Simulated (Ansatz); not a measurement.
Steps of a relaxation of CH6FInOSi with RKS PBE0-D4/def2-TZVP.

```sh
$ ansatz run in.yaml --threads 4 --pin off --events-out ev --progress --plain --max-ram 10444MiB
```

```yaml
crystal:
  periodic: [false, false, false]
  atoms:
    - {symbol: C, position_ang: [-0.719164, 0.373362, 1.421889]}
    - {symbol: O, position_ang: [0.291779, -0.042146, 0.509719]}
    - {symbol: Si, position_ang: [0.130853, -0.022809, -1.269176]}
    - {symbol: F, position_ang: [-0.174955, -1.448528, -2.062115]}
    - {symbol: In, position_ang: [2.294686, -1.276546, 0.758753]}
    - {symbol: H, position_ang: [-1.698418, 0.459432, 0.903674]}
    - {symbol: H, position_ang: [-0.808649, -0.369514, 2.243303]}
    - {symbol: H, position_ang: [-0.465337, 1.362511, 1.861314]}
    - {symbol: H, position_ang: [-1.314941, 0.464578, -1.201325]}
    - {symbol: H, position_ang: [0.788927, 1.091904, -2.052822]}
    - {symbol: H, position_ang: [1.740820, -0.649443, -1.092614]}
basis:
  gaussian: {orbitals: def2-TZVP}
hamiltonian: {xc: pbe0, dispersion: d4}
relax: {f_tol: 0.005, max_steps: 150}
```

Positions (Å) and forces (eV/Å) along the path, 12 of 27 steps:

```xyz
11
step=1 energy=-18945.8985 eV
C    -0.719    0.373    1.422   -0.254    0.104    0.100
O     0.292   -0.042    0.510   -0.201    0.066   -0.540
Si    0.131   -0.023   -1.269   -0.070   -0.559    0.348
F    -0.175   -1.449   -2.062    0.176    0.947    0.518
In    2.295   -1.277    0.759   -0.186    0.131   -0.158
H    -1.698    0.459    0.904    0.531   -0.062    0.270
H    -0.809   -0.370    2.243    0.073    0.356   -0.449
H    -0.465    1.363    1.861   -0.083   -0.524   -0.269
H    -1.315    0.465   -1.201    0.343   -0.189   -0.062
H     0.789    1.092   -2.053   -0.166   -0.250    0.185
H     1.741   -0.649   -1.093   -0.164   -0.018    0.057
11
step=5 energy=-18945.9842 eV rejected
C    -0.715    0.371    1.403   -0.034    0.031   -0.020
O     0.278   -0.048    0.485   -0.078    0.019   -0.071
Si    0.113   -0.017   -1.232    0.148   -0.074   -0.018
F    -0.164   -1.409   -2.013   -0.037    0.015    0.017
In    2.248   -1.258    0.725    0.106   -0.051   -0.013
H    -1.686    0.431    0.906   -0.023   -0.004    0.021
H    -0.771   -0.348    2.224    0.007    0.001   -0.005
H    -0.460    1.355    1.802   -0.004    0.004    0.014
H    -1.317    0.449   -1.218   -0.003    0.020    0.021
H     0.797    1.084   -1.966   -0.037    0.029   -0.002
H     1.744   -0.669   -1.095   -0.044    0.011    0.057
11
step=6 energy=-18945.9871 eV
C    -0.718    0.372    1.399   -0.013    0.008    0.001
O     0.282   -0.047    0.488   -0.019   -0.009   -0.007
Si    0.124   -0.022   -1.231   -0.014    0.016    0.001
F    -0.172   -1.409   -2.015    0.007   -0.007    0.008
In    2.267   -1.262    0.724    0.026   -0.006   -0.009
H    -1.686    0.436    0.898   -0.002   -0.001    0.006
H    -0.782   -0.349    2.218    0.008    0.002   -0.004
H    -0.464    1.354    1.806    0.000   -0.001   -0.002
H    -1.306    0.450   -1.203   -0.001    0.008   -0.007
H     0.787    1.088   -1.976    0.008   -0.007    0.008
H     1.733   -0.668   -1.088   -0.001   -0.002    0.007
11
step=8 energy=-18945.9878 eV
C    -0.721    0.370    1.400    0.004    0.003   -0.014
O     0.275   -0.052    0.485   -0.004   -0.016    0.017
Si    0.119   -0.020   -1.230    0.011    0.017   -0.002
F    -0.175   -1.407   -2.011   -0.003   -0.007    0.002
In    2.280   -1.260    0.717    0.001    0.003    0.001
H    -1.694    0.425    0.906    0.002   -0.002    0.005
H    -0.774   -0.344    2.225    0.001    0.004   -0.004
H    -0.468    1.357    1.795   -0.006   -0.003   -0.001
H    -1.308    0.463   -1.214   -0.001    0.003    0.003
H     0.798    1.085   -1.966    0.002   -0.005   -0.001
H     1.735   -0.675   -1.086   -0.008    0.004   -0.005
11
step=9 energy=-18945.9878 eV
C    -0.723    0.368    1.399   -0.005   -0.012   -0.003
O     0.271   -0.061    0.485    0.006    0.018    0.007
Si    0.119   -0.017   -1.229   -0.001   -0.013    0.002
F    -0.179   -1.407   -2.002   -0.006   -0.014   -0.016
In    2.284   -1.256    0.715    0.002   -0.001   -0.002
H    -1.696    0.421    0.907    0.001   -0.002    0.004
H    -0.774   -0.343    2.227    0.000    0.005   -0.004
H    -0.469    1.356    1.790   -0.001    0.004    0.000
H    -1.305    0.472   -1.215    0.000    0.009    0.003
H     0.802    1.083   -1.970    0.001    0.004    0.006
H     1.735   -0.673   -1.087    0.002    0.002    0.003
11
step=10 energy=-18945.9880 eV
C    -0.724    0.368    1.399    0.001   -0.004   -0.002
O     0.272   -0.059    0.486    0.008   -0.004   -0.001
Si    0.119   -0.018   -1.229   -0.003    0.010   -0.003
F    -0.183   -1.406   -2.006    0.001    0.007    0.003
In    2.286   -1.256    0.714   -0.004    0.001    0.003
H    -1.698    0.413    0.908    0.000   -0.001    0.000
H    -0.770   -0.340    2.230    0.001    0.001    0.001
H    -0.475    1.359    1.786   -0.002    0.003    0.000
H    -1.303    0.478   -1.213    0.007   -0.006   -0.001
H     0.806    1.081   -1.967   -0.004    0.000   -0.001
H     1.734   -0.677   -1.087   -0.005   -0.006    0.000
11
step=11 energy=-18945.9880 eV
C    -0.723    0.367    1.398    0.003    0.007   -0.002
O     0.275   -0.056    0.486   -0.002   -0.011    0.003
Si    0.120   -0.017   -1.229    0.006   -0.007    0.003
F    -0.184   -1.403   -2.008   -0.007    0.008    0.002
In    2.286   -1.257    0.716   -0.007    0.004   -0.001
H    -1.698    0.405    0.908    0.000   -0.002    0.000
H    -0.764   -0.338    2.232    0.002   -0.001    0.002
H    -0.481    1.361    1.782   -0.003    0.000    0.000
H    -1.302    0.479   -1.212   -0.002   -0.004    0.000
H     0.807    1.083   -1.965    0.004    0.000   -0.003
H     1.731   -0.683   -1.087    0.006    0.005   -0.004
11
step=16 energy=-18945.9884 eV
C    -0.724    0.363    1.397   -0.017    0.010    0.015
O     0.272   -0.070    0.487   -0.002    0.000    0.004
Si    0.124   -0.009   -1.228   -0.003   -0.004    0.005
F    -0.193   -1.382   -2.026   -0.004    0.003    0.000
In    2.273   -1.279    0.717   -0.003    0.000   -0.002
H    -1.711    0.332    0.929    0.024    0.001    0.013
H    -0.716   -0.297    2.269    0.001    0.018   -0.024
H    -0.519    1.387    1.722   -0.008   -0.028   -0.009
H    -1.293    0.501   -1.210    0.005   -0.003   -0.001
H     0.827    1.092   -1.948    0.001    0.000    0.000
H     1.726   -0.696   -1.087    0.004    0.003   -0.001
11
step=19 energy=-18945.9885 eV
C    -0.725    0.362    1.396   -0.018    0.008    0.018
O     0.273   -0.071    0.489    0.003   -0.005   -0.003
Si    0.128   -0.004   -1.227    0.000    0.006   -0.003
F    -0.194   -1.371   -2.033   -0.003   -0.004    0.001
In    2.259   -1.304    0.713    0.001    0.000    0.000
H    -1.716    0.288    0.942    0.024    0.002    0.014
H    -0.686   -0.270    2.288   -0.001    0.018   -0.025
H    -0.547    1.401    1.687   -0.006   -0.027   -0.007
H    -1.288    0.510   -1.208    0.000    0.001    0.001
H     0.835    1.099   -1.939   -0.001    0.000    0.001
H     1.726   -0.698   -1.087    0.001    0.001    0.004
11
step=22 energy=-18945.9886 eV
C    -0.726    0.359    1.395   -0.003    0.002    0.002
O     0.274   -0.074    0.489    0.001   -0.001   -0.003
Si    0.130    0.002   -1.226    0.001   -0.005   -0.001
F    -0.199   -1.361   -2.035   -0.001    0.004    0.002
In    2.251   -1.322    0.711    0.000    0.001   -0.001
H    -1.719    0.246    0.956    0.003    0.000    0.002
H    -0.660   -0.246    2.303   -0.001    0.002   -0.001
H    -0.573    1.410    1.654   -0.001   -0.003    0.000
H    -1.281    0.526   -1.206   -0.001    0.000   -0.001
H     0.845    1.103   -1.934    0.000    0.000    0.001
H     1.725   -0.701   -1.086    0.002    0.000    0.001
11
step=26 energy=-18945.9886 eV
C    -0.727    0.357    1.394    0.001    0.000   -0.001
O     0.273   -0.078    0.490   -0.001    0.001    0.002
Si    0.132    0.006   -1.225   -0.001   -0.002    0.001
F    -0.204   -1.353   -2.038    0.001    0.002   -0.001
In    2.247   -1.331    0.710    0.000    0.000    0.000
H    -1.722    0.216    0.967   -0.001    0.000    0.000
H    -0.642   -0.227    2.314    0.000   -0.001    0.001
H    -0.592    1.415    1.630    0.000    0.001    0.000
H    -1.277    0.537   -1.206    0.000    0.000    0.000
H     0.853    1.106   -1.928    0.001   -0.001    0.000
H     1.724   -0.706   -1.087    0.000    0.000   -0.002
11
step=27 energy=-18945.9886 eV
C    -0.728    0.356    1.394   -0.001    0.000    0.001
O     0.273   -0.079    0.490    0.001    0.000    0.001
Si    0.132    0.007   -1.225    0.001    0.003    0.000
F    -0.206   -1.350   -2.040    0.000   -0.002   -0.002
In    2.245   -1.334    0.710    0.001   -0.001    0.000
H    -1.723    0.206    0.970    0.003    0.001    0.001
H    -0.636   -0.220    2.317    0.000    0.002   -0.002
H    -0.598    1.417    1.622    0.000   -0.003   -0.001
H    -1.276    0.541   -1.205    0.000    0.000    0.000
H     0.857    1.106   -1.925   -0.002    0.000   -0.001
H     1.724   -0.708   -1.087   -0.001   -0.001    0.002
```

Run time 68 s (4 threads of an Intel Xeon 6975P-C on a shared host); peak host memory 0.71 GiB.
